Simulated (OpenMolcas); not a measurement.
## Pd7+: effect of the basis set

```json
{
 "Program": "OpenMolcas 26.06",
 "Method": "SS-RASPT2, IPEA 0.25 Eh, imaginary shift 0.1 Eh (closed shells correlated: 4s)",
 "Active space": "9 electrons in 8 orbitals (RAS1 4p, at most 2 holes; RAS2 4d)",
 "State averaging": "2S+1 = 4 even, 10 roots; 2S+1 = 2 even, 40 roots",
 "Spin-orbit coupling": "RASSI with atomic mean-field integrals over the reference wave functions, term energies averaged over their components"
}
```

A. ANO-R2 [7s5p4d2f1g], X2C, finite nucleus; CASPT2 step roughly 70 core-seconds
B. ANO-RCC-VTZP [7s6p4d2f1g], DKH2, point nucleus; CASPT2 step roughly 40 core-seconds
C. ANO-RCC-VQZP [8s7p5d3f2g1h], DKH2, point nucleus; CASPT2 step of the order of 50 core-seconds

Energies in eV above 4d3 4F 3/2.

| Level | A | B | C |
| --- | --- | --- | --- |
| 4d3 4F 3/2 | 0.0000 | 0.0000 | 0.0000 |
| 4d3 4F 5/2 | 0.313 | 0.317 | 0.295 |
| 4d3 4F 7/2 | 0.669 | 0.675 | 0.633 |
| 4d3 4F 9/2 | 1.028 | 1.038 | 0.980 |
| 4d3 4P 3/2 [72 %] | 2.015 | 2.027 | 2.036 |
| 4d3 4P 1/2 | 2.080 | 2.092 | 2.091 |
| 4d3 2G 7/2 | 2.527 | 2.544 | 2.506 |
| 4d3 4P 5/2 | 2.539 | 2.555 | 2.528 |
| 4d3 2G 9/2 [57 %] | 2.670 | 2.688 | 2.649 |
| 4d3 2D 3/2(1) [52 %] | 3.071 | 3.090 | 3.068 |
| 4d3 2P 1/2 | 3.239 | 3.263 | 3.228 |
| 4d3 2H 11/2 | 3.569 | 3.595 | 3.533 |
| 4d3 2H 9/2 [62 %] | 3.615 | 3.642 | 3.565 |
| 4d3 2D 5/2(1) | 3.812 | 3.836 | 3.793 |
| 4d3 2P 3/2 [56 %] | 4.054 | 4.083 | 4.015 |
| 4d3 2F 7/2 | 5.096 | 5.124 | 5.093 |
| 4d3 2F 5/2 | 5.172 | 5.200 | 5.170 |
| 4d3 2D 5/2(2) | 7.863 | 7.898 | 7.899 |
| 4d3 2D 3/2(2) | 7.986 | 8.022 | 8.021 |

Among A to C the level of the table that moves most is 4d3 2H 9/2 [62 %], by 620 cm-1 (lowest in C, highest in B). Moves below CASPT2's spread within the term are not significant.

CASPT2 does not keep the components of a term degenerate, so their means are used; among the terms shown or strongly mixed into the levels shown the widest spread is 340 cm-1 (4d3 4F, B). Active for correlation alone: 4p; no level in the range computed is led by a configuration that opens it, so any true level of that kind is missing. Only configurations of the active space appear.

A share in square brackets marks a mixed level and gives the weight of the term that names it, the lowest over the columns. A number in round brackets counts repeated terms of one configuration in the order of the reference energies.
